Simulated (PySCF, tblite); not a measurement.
Calculations on `CCC(CC)O[SiH2]` [radical], in the order of a workflow; each names the level of the geometry that it ran on. Settings lines and outputs come from a driver script.

Species: C5H13OSi (doublet state).
SMILES with atom numbers: `[CH3:1][CH2:2][CH:3]([CH2:4][CH3:5])[O:6][SiH2:7]` (hydrogens: H8, H9, H10 on C1; H11, H12 on C2; H13 on C3; H14, H15 on C4; H16, H17, H18 on C5; H19, H20 on Si7)

Step 1: GFN2-xTB geometry optimisation, gas phase (tblite 0.8.0) (from a force-field or distance-geometry start)
```json
{"job": {"kind": "relax", "xc": "GFN2-xTB", "basis": "xTB"}, "charge": 0, "multiplicity": 2}
```
```
step      E/eV     max force
  0    -629.16754    1.375
  1    -629.23515    0.740
  2    -629.26765    0.549
...
 81    -629.33234    0.014
 82    -629.33236    0.013
 83    -629.33239    0.012
 84    -629.33241    0.014
 85    -629.33243    0.009
```

Energy lowered by 3.8 kcal/mol over 85 steps; largest atomic force 0.009 eV/Å at the end. «max force» is the largest atomic force in eV/Å.

The run took 0.48 s wall on Arm Neoverse V2, one thread, on a shared host.

Step 2: GFN2-xTB harmonic vibrations, gas phase (tblite 0.8.0) (on the GFN2-xTB geometry)
```json
{"job": {"kind": "ir", "xc": "GFN2-xTB", "basis": "xTB"}, "charge": 0, "multiplicity": 2}
```
```
(table of modes left out)
```

54 modes from 16 to 3046 cm⁻¹ (unscaled, harmonic); zero-point energy 105.5 kcal/mol; all wavenumbers are real at this level.

The run took 0.6 s on an Arm Neoverse V2 with one thread, shared host with 32 logical CPUs at a one-minute load of 29.

Step 3: UKS B3LYP, pcH-1 on C H O Si, non-relativistic, mean-field spin-orbit, GIAO (PySCF 2.14.0) (on the GFN2-xTB geometry)
```json
{"job": {"kind": "epr", "basis": "pcH-1"}, "charge": 0, "multiplicity": 2}
```
```
...
E = -563.09293020 Eh   <S^2> = 0.7511 (exact 0.7500)
g shifts (ppm)      1          2          3
  rmc          -140       -140       -140
  gc             71         20         68
  oz_so        -850        -15       1911
  total        -919       -134       1839
hyperfine (MHz)  atom isotope    a_iso     a_fc   dipolar eigenvalues
    0   13C       0.06       0.06     -0.26     -0.17      0.43
    1   13C      -1.13      -1.13     -0.35     -0.28      0.63
    2   13C      31.83      31.84     -3.29     -3.16      6.46
    3   13C      -0.96      -0.96     -0.44     -0.15      0.59
    4   13C       0.74       0.74     -0.20     -0.19      0.39
    5   17O     -76.93     -76.87    -10.19      4.50      5.69
    6  29Si    -596.74    -597.79   -164.96     82.16     82.80
    7    1H       0.10       0.09     -1.52     -1.35      2.87
    8    1H       0.10       0.10     -0.82     -0.78      1.60
    9    1H       0.03       0.03     -0.55     -0.52      1.07
   10    1H       1.05       1.05     -0.70     -0.58      1.28
   11    1H      -0.02      -0.02     -1.10     -0.88      1.97
   12    1H      -2.09      -2.09     -3.20     -0.72      3.92
   13    1H      -0.02      -0.02     -1.01     -0.86      1.87
   14    1H       0.04       0.04     -1.53     -1.28      2.81
...
```

⟨S²⟩ 0.751; g_iso 2.0026. rmc, gc and oz_so are the mass-correction, gauge-correction and orbital-Zeeman/spin–orbit parts of the g shift along its three principal axes; a_iso is the isotropic hyperfine coupling and a_fc its Fermi-contact part. The log counts atoms from 0, this text from 1.

The run took 2.0 min wall (grids of density and orbitals included) on Arm Neoverse V2, one thread, shared host with 32 logical CPUs at a one-minute load of 29, and the process peaked at 0.97 GiB of memory.

Geometry of the electronic-property runs (GFN2-xTB):
```
atom  x, y, z in Å
C1     1.274   -2.017    0.389
C2     0.112   -1.324   -0.312
C3     0.108    0.181   -0.045
C4    -1.116    0.889   -0.632
C5    -2.416    0.559    0.089
O6     1.270    0.732   -0.635
Si7    2.293    1.835   -0.050
H8     2.218   -1.592    0.058
H9     1.197   -1.891    1.468
H10    1.274   -3.081    0.165
H11   -0.831   -1.750    0.032
H12    0.191   -1.478   -1.390
H13    0.134    0.354    1.041
H14   -1.195    0.627   -1.689
H15   -0.932    1.964   -0.571
H16   -3.226    1.168   -0.306
H17   -2.685   -0.486   -0.041
H18   -2.324    0.760    1.154
H19    2.946    1.398    1.179
H20    1.703    3.161    0.094
```

 (This holds for the electronic-property runs.)

One conformer stands for the species.
